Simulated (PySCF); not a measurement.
Isomers of C3H6Si. Isolated molecules, 0 K electronic values unless said otherwise. One relaxed conformer stands for each flexible species; it need not be the lowest. Strings in code marks are SMILES.

Computed with PBE-D3(BJ)/def2-TZVP (PySCF). Excitations are Tamm–Dancoff values on a coarser integration grid. The basis has no diffuse functions, so Rydberg states are missing or too high.

```tsv
species	S1 excitation (TDA) (eV)	S1–T1 gap (TDA) (eV)	HOMO–LUMO gap (eV)	HOMO (eV)
`C1C=[SiH]C1`	4.64	2.16	3.32	-4.98
`C1(C[SiH2]1)=C`	4.71	0.73	4.50	-6.10
`[SiH2]=C=CC`	3.86	1.31	3.39	-5.21
`C#C[SiH2]C`	5.92	1.03	5.87	-6.89
```
